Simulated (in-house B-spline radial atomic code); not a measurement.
**RPA and G0W0 on CAM-B3LYP: Co4+**

Configuration [Ar] 3d5, highest spin, mean-field start CAM-B3LYP. Computed with a B-spline radial code for spherical atoms: all electrons, scalar-relativistic (spin-free one-electron X2C), finite nucleus, each spin shell either full or empty, empty states to l = 9 with an (l + 1/2)⁻⁴ tail; G0W0 by contour deformation at full frequency.

Command:
```bash
python run_gw.py task.json out
```
Settings (radii: box in bohr, nucleus in fm):
```
Z                        27
electrons                23
configuration            [Ar] 3d5
hamiltonian              x2c
method                   camb3lyp
lmax                     9
rms_radius               3.7875
spin_polarised           True
box_radius               11.96
intervals                68
```

Cost of the run: 4.7 s on 1 thread of Arm Neoverse N1 (shared host).

Energies (hartree):

```
                                     term        value
                         mean-field total  -1389.27543
Hartree-Fock functional on these orbitals  -1388.11749
                      direct second order      -1.7299
                    second-order exchange       0.5678
                         SOSEX correction      0.52717
```

Question: What is the RPA correlation energy, and what remains with SOSEX?

Answer: RPA gives -1.5395 hartree (-1.82 eV per electron); RPA + SOSEX gives -1.0123, and the second-order doubles -1.1621 hartree (no singles). RPA lacks exchange-type terms and so overcorrelates at short range.

Quasi-particle levels (eV):

```
  level  occupied  mean field  Σx - vxc     Σc  QP weight     G0W0
  3d up       yes      -73.01     -8.19      ?          ?        ?
3p down       yes     -126.02     -7.53   0.71      0.948  -132.84
3d down        no      -57.40     10.58  -5.12      0.959   -51.94
```

G0W0 = mean field + (Σx - vxc) + Σc, with Σc (partial-wave tail included) taken at the quasi-particle energy. Only the outer levels were computed. Levels of low weight are left out.

Question: Where does G0W0 put 3d up?

Answer: At -79.95 eV, with Σc = 1.25 eV and a quasi-particle weight of 0.955. The tabulated removal energy is 79.5 ± 0.2 eV (NIST, semi-empirical); the calculation leaves out spin-orbit coupling, Breit and QED terms, and what these don't explain is the method's own error.
